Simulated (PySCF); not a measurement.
## KO⁺ from Hartree–Fock to correlated methods

State: ³Σ⁻ (triplet), unpaired electrons π ↑↑. Set-up: K def2-SVP, O def2-SVP; no relativity (PySCF 2.14). De refers to K⁺ + O in their high-spin ground configurations, without counterpoise correction. The functionals are run spin-unrestricted. A positive dipole points towards O; it is taken about the centre of mass and depends on that origin.

```json
{"Level": "UHF", "Re (Å)": "3.088", "ωe (cm⁻¹)": "104", "De (eV)": "0.190", "μ (D)": "-3.99"}
{"Level": "UHF-MP2", "Re (Å)": "3.070", "ωe (cm⁻¹)": "111", "De (eV)": "0.230", "μ (D)": "n/a"}
{"Level": "UHF-SCS-MP2", "Re (Å)": "3.080", "ωe (cm⁻¹)": "110", "De (eV)": "0.228", "μ (D)": "n/a"}
{"Level": "UHF-CCSD", "Re (Å)": "3.074", "ωe (cm⁻¹)": "112", "De (eV)": "0.236", "μ (D)": "n/a"}
{"Level": "UHF-CCSD(T)", "Re (Å)": "3.074", "ωe (cm⁻¹)": "112", "De (eV)": "0.240", "μ (D)": "n/a"}
{"Level": "PBE", "Re (Å)": "3.026", "ωe (cm⁻¹)": "114", "De (eV)": "0.300", "μ (D)": "-3.69"}
{"Level": "BLYP", "Re (Å)": "3.057", "ωe (cm⁻¹)": "111", "De (eV)": "0.297", "μ (D)": "-3.71"}
{"Level": "r²SCAN", "Re (Å)": "3.022", "ωe (cm⁻¹)": "115", "De (eV)": "0.252", "μ (D)": "-3.78"}
{"Level": "r²SCANh", "Re (Å)": "3.013", "ωe (cm⁻¹)": "115", "De (eV)": "0.245", "μ (D)": "-3.78"}
{"Level": "PBE0", "Re (Å)": "3.006", "ωe (cm⁻¹)": "114", "De (eV)": "0.259", "μ (D)": "-3.75"}
{"Level": "M06-2X", "Re (Å)": "2.952", "ωe (cm⁻¹)": "117", "De (eV)": "0.257", "μ (D)": "-3.69"}
```

**Question.** Which functional lies closest to UHF-CCSD(T) in De, which farthest, and by how much do they differ from it?

**Answer.** Closest is r²SCANh (-6.1 pm in Re, +2.7 % in ωe, +0.01 eV in De against UHF-CCSD(T) in the same basis), farthest PBE (-4.8 pm in Re, +1.8 % in ωe, +0.06 eV in De). CCSD(T) converges more slowly with the basis than the functionals do and binds too weakly in this one, so the order can change at the basis-set limit.

**Question.** What does a quarter of exact exchange do here, going from PBE to PBE0?

**Answer.** PBE0 less PBE: -2.0 pm in Re, +0.0 % in ωe, -0.04 eV in De. Exact exchange removes part of the self-interaction that spreads semilocal densities, and in most molecules shortens and stiffens the bond and lowers De; so it does here.

**Question.** What does the step from GGA to meta-GGA do here, going from PBE to r²SCAN?

**Answer.** r²SCAN less PBE: -0.4 pm in Re, +0.9 % in ωe, -0.05 eV in De. 

Correlated steps freeze 6 core orbitals. The bond is weak. Basis-set superposition, not corrected here, can be much of De in a small basis, most of all at correlated wavefunction levels. For an ion De counts to the pair picked by the measured ionisation energies or electron affinities, which need not be the lowest pair at this level. The state was picked by a PBE0 search and need not be the measured ground state.

The whole job (state search and all levels along the bond) took about 1 min on 1 thread of Arm Neoverse V1 (shared host), peak memory 0.44 GiB.
